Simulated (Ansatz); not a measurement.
`CC[Si]CC` + `O[Si]S` → `CC[Si]S` + `CC[Si]O`  (redistribution)

Gas-phase electronic energies from Ansatz, PBE0-D4/def2-TZVP geometries. CCSD(T)/CBS is the MP2 limit (def2-TZVPP, def2-QZVPP) plus CCSD(T) − MP2 in def2-TZVPP, frozen cores. This one scheme is used for every species. Each species was taken in one conformer, which may not be the lowest.

`CC[Si]CC`:

Z-matrix (Å, degrees):
```
C
C 1 1.537
H 1 1.093 2 111.7
H 1 1.096 2 112.0 3 120.3
H 1 1.093 2 111.4 3 -120.2
Si 2 1.904 1 105.9 3 -68.8
H 2 1.093 1 109.5 3 172.7
H 2 1.094 1 110.1 3 54.6
C 6 1.906 2 101.1 1 76.3
C 9 1.522 6 122.1 2 27.5
H 9 1.106 6 101.1 2 -95.2
H 9 1.096 6 107.2 2 157.1
H 10 1.093 9 111.4 6 61.5
H 10 1.094 9 111.8 6 -178.6
H 10 1.092 9 111.8 6 -58.3
```

`O[Si]S`:

Cartesian coordinates in Å:
```
O 0.941 -0.919 0.486
Si -0.690 -0.949 0.705
S -1.406 0.810 -0.358
H 1.391 -0.235 -0.017
H -0.236 1.293 -0.816
```

`CC[Si]S`:

Cartesian coordinates in Å:
```
C 1.059 -0.979 -0.480
C -0.026 0.048 -0.173
Si -0.391 0.241 1.690
S -1.937 1.712 1.601
H 1.249 -1.060 -1.554
H 0.782 -1.973 -0.120
H 2.005 -0.716 0.001
H 0.251 1.038 -0.559
H -0.966 -0.214 -0.675
H -2.026 1.903 0.270
```

`CC[Si]O`:

Cartesian coordinates in Å:
```
C -0.380 -0.041 -0.922
C 0.805 0.420 -0.086
Si 0.809 0.100 1.801
O -0.642 -0.659 2.032
H -1.312 0.431 -0.596
H -0.261 0.203 -1.981
H -0.518 -1.125 -0.864
H 1.743 -0.020 -0.458
H 0.966 1.503 -0.195
H -1.209 -0.811 1.268
```

| species | CCSD(T)/CBS(def2) energy (Eh) |
| --- | --- |
| `CC[Si]CC` | -447.25702 |
| `O[Si]S` | -763.27025 |
| `CC[Si]S` | -766.55965 |
| `CC[Si]O` | -443.97447 |

Task: Work out ΔE.

Result: ΔE = (-766.55965) + (-443.97447) − (-447.25702) − (-763.27025) = -0.00685 Eh = -4.3 kcal/mol.

Largest T1 diagnostic among the species: 0.015.

At CCSD(T), def2-SVP lies −1.4 kcal/mol from the extrapolated value and def2-TZVPP +0.0 kcal/mol. Leaving LDA and LC-ωPBE aside and taking each functional with its dispersion term where it has one, the values, not all of them listed here, spread over 0.6 kcal/mol, from PBE-D4 to BHLYP-D4. The D4 term adds +0.8 kcal/mol with B3LYP and +0.5 kcal/mol with PBE0; it sums over pairs of atoms, weighted by their polarisabilities, and B3LYP, whose exchange is more repulsive, gets the larger term.

B3LYP here is the variant with VWN-RPA as its local correlation; programs differ in this.
